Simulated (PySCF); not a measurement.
Electron correlation in Ge (germanium, neutral)

[Ar] 3d10 4s1 4p2 4d1, one real determinant (an excited configuration). All numbers are calculated (PySCF 2.14, scalar relativity through the core potential, in aug-cc-pVDZ-PP with ECP10MDF (5s4p3d, 32 functions)). Frozen: 3s2 3p6 3d10; 4 electrons correlated.

```csv
level,correlation energy (mhartree)
CCSD,-26.06
(T),-2.44
CCSD(T),-28.50
CCSDT,-29.49
```

Diagnostics: T1 = 0.017, D1 = 0.0423, largest double amplitude 0.432.

The real determinant used has ⟨L²⟩ near 8 against 12 for a pure F term, so it mixes terms. The outer electron is Rydberg-like, and this basis confines it to a smaller radius and binds it less than a complete one would. A double-excitation amplitude exceeds 0.15, a sign of near-degeneracy.

Cost of the coupled-cluster step: about 0.28 core-seconds, for 4 correlated electrons.

The reference is one real determinant that mixes LS terms of this configuration.
